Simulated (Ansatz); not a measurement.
`C[N](C)[Mg][F]` + H–F → `[F][Mg][F]` + `CNC`  (ligand exchange at a Mg–N bond)

Computed with Ansatz on PBE0-D4/def2-TZVP structures; ΔE is electronic, products minus reactants. CCSD(T)/CBS is the MP2 limit (def2-TZVPP, def2-QZVPP) plus CCSD(T) − MP2 in def2-TZVPP, frozen cores. This one scheme is used for every species. DFT in def2-TZVPP. HSE06 is defined as in plane-wave codes. For Mg outer-core shells are correlated without core-valence functions, which leaves a few kJ/mol of doubt a bond. Each species was taken in one conformer, which may not be the lowest.

| level | ΔE (kcal/mol) | difference from CCSD(T)/CBS |
| --- | --- | --- |
| BLYP-D4 | -32.3 | -1.3 |
| r2SCANh-D4 | -32.7 | -1.7 |
| HSE06-D4 | -31.2 | -0.2 |
| ωB97X-V | -33.2 | -2.2 |
| B2PLYP | -32.8 | -1.8 |
| r2SCAN | -33.0 | -2.0 |
| r2SCANh | -32.9 | -1.9 |
| HSE06 | -31.9 | -0.9 |
| RPA@PBE/def2-TZVPP | -29.3 | 1.7 |
| CCSD(T)/def2-SVP | -33.6 | -2.6 |
| MP2/def2-TZVPP | -30.1 | 0.9 |
| SCS-MP2/def2-TZVPP | -31.1 | -0.1 |
| CCSD/def2-TZVPP | -31.1 | -0.1 |
| CCSD(T)/def2-TZVPP | -30.3 | 0.7 |
| SCS-MP2/def2-QZVPP | -31.9 | -0.9 |
| HF/CBS(def2) | -37.1 | -6.1 |
| CCSD(T)/CBS | -31.0 | 0 |

Largest T1 diagnostic among the species: 0.012.

The D4 term adds +1.3 kcal/mol with B3LYP and +0.7 kcal/mol with PBE0; it sums over pairs of atoms, weighted by their polarisabilities, and B3LYP, whose exchange is more repulsive, gets the larger term. In def2-TZVPP, CCSD(T) changes the Hartree–Fock value by +5.6 kcal/mol (the triples alone add +0.8 kcal/mol) and MP2 by +5.8 kcal/mol.

B3LYP here is the variant with VWN-RPA as its local correlation; programs differ in this.
